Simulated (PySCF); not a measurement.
All values below come from ωB97X-D3(BJ)/def2-TZVP // PBE0-D3(BJ)/def2-TZVP run with PySCF. All species are isolated molecules in the gas phase. One relaxed conformer stands for a flexible species; it need not be the lowest. Delta-SCF ions had no search for a lower state. Excitations are Tamm–Dancoff values on a coarser integration grid. The basis has no diffuse functions, so Rydberg states are missing or too high.

Reference species (SMILES): `O[SiH2][SiH]([SiH3])[SiH3]` (H–O–Si–Si torsion 180°, O–Si–Si–Si torsion -62°) (neutral, multiplicity 1).

```json
{
  "vertical ionisation energy (Delta-SCF)": "9.78 eV",
  "T1 excitation (TDA)": "5.72 eV"
}
```

Changed species: `O[SiH2][SiH2][SiH2][SiH3]`.

### Question
What does the change do to the vertical ionisation energy (Delta-SCF) and T1 excitation (TDA)?

### Answer
the vertical ionisation energy (Delta-SCF) falls by 0.06 eV, to 9.72 eV; the T1 excitation (TDA) goes up by 0.06 eV, to 5.78 eV.
